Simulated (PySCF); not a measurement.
**State search for CuBr**

Unrestricted PBE0; basis Cu def2-TZVPPD, Br def2-TZVPPD; no relativity; PySCF 2.14. Outer shells of the fragments: Cu 3d10 4s1; Br 3d10 4s2 4p5.

Followed along the bond (rough minima from three points):

| 2Ms+1 | unpaired | ⟨S²⟩ at the start | R at minimum (Å) | Te (eV) |
| --- | --- | --- | --- | --- |
| 1 | none | 0.00 | 2.21 | 0.00 |
| 3 | σ ↑↑ | 2.00 | 2.30 | 2.37 |

Solutions found at the starting distance of 2.250 Å, counted from the lowest of them; the search is not exhaustive and high or unbound solutions are not listed, so other states can lie among these:

```tsv
2Ms+1	unpaired	term	E (eV)	⟨S²⟩	⟨Lz²⟩	μ (D)
1	none	¹Σ⁺	0.00	0.00	0.00	-5.17
3	σ ↑↑	³Σ⁺	2.38	2.00	0.00	-1.64
3	σ ↑, π ↑	³Π	2.43	2.01	1.01	-0.50
1	σ ↑, π ↓	mixed	2.54	1.01	1.01	-0.37
3	σ ↑, δ ↑	³Δ	3.12	2.00	4.00	-2.51
1	σ ↑, δ ↓	mixed	3.23	1.00	4.00	-2.31
```

A term symbol is given only where ⟨S²⟩ and ⟨Lz²⟩ are close to those of a pure state; real π, δ and φ orbitals otherwise mix terms. A positive dipole means Cu(−)Br(+).

Counting both spins, an empty level lies below a filled one in some of these solutions, because spin and occupation are held.
